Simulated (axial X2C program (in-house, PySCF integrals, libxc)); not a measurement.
**Outer orbitals of LiCd⁺ at 2.784 Å, HF**

Calculated with an axial X2C code built on PySCF integrals. Spin-free means the one-electron spin-free X2C Hamiltonian; two-component (2c) means X2C with spin–orbit coupling and atomic mean-field two-electron Coulomb and Gaunt terms, so the difference of the two also holds small scalar two-electron terms. Basis: Cd dyall-cv3z [12s12p8d5f3g], Li dyall-cv3z [7s8p2d] (cores contracted in-house); Gaussian nuclei, density fitting, unrestricted open shells. Masses: Cd 113.903 u, Li 7.016 u.

The distance is close to the 2c PBE0 minimum; the highest filled and lowest empty levels are listed.

Spin-free orbitals, state M_S = 0, Λ = 0 (closed shell) (Löwdin shares):

```
symmetry  occupied  ε (eV)              atomic character
      σα       yes  -24.92                     100% Cd d
     π-α       yes  -24.89                     100% Cd d
     π+α       yes  -24.89                     100% Cd d
     δ-α       yes  -24.86                     100% Cd d
     δ+α       yes  -24.86                     100% Cd d
      σα       yes  -13.00  64% Cd s, 17% Li p, 15% Li s
      σα        no   -4.28  44% Li s, 37% Cd p, 12% Li p
     π-α        no   -3.39            52% Li p, 47% Cd p
     π+α        no   -3.39            52% Li p, 47% Cd p
      σα        no   -2.98  36% Cd p, 35% Li p, 20% Li s
```

One partner of each degenerate Kramers or spin pair is listed.

Spinors with spin–orbit coupling (state Ω = 0):

| ω | occupied | ε (eV) | atomic character | λ mixture |
| --- | --- | --- | --- | --- |
| 1/2 | yes | -25.38 | 100% Cd d | 58% π, 42% σ |
| 3/2 | yes | -25.35 | 100% Cd d | 79% δ, 21% π |
| 1/2 | yes | -24.61 | 100% Cd d | 58% σ, 42% π |
| 3/2 | yes | -24.59 | 100% Cd d | 79% π, 21% δ |
| 5/2 | yes | -24.57 | 100% Cd d | 100% δ |
| 1/2 | yes | -13.00 | 64% Cd s, 17% Li p, 15% Li s | 100% σ |
| 1/2 | no | -4.28 | 44% Li s, 37% Cd p, 12% Li p | 100% σ |
| 1/2 | no | -3.41 | 51% Li p, 48% Cd p | 99% π, 1% σ |
| 3/2 | no | -3.37 | 53% Li p, 46% Cd p | 100% π |
| 1/2 | no | -2.98 | 36% Cd p, 36% Li p, 20% Li s | 99% σ, 1% π |

One partner of each degenerate Kramers or spin pair is listed.

Mulliken charges and populations of the two-component result (they depend on the basis, above all on diffuse functions):

Cd 0.32 e (s 9.63 p 18.05 d 20.00), Li 0.68 e (s 2.18 p 0.13 d 0.01).

The state is one determinant whose occupation by symmetry is held fixed; it was picked as the lowest of a PBE0 search that is not exhaustive.
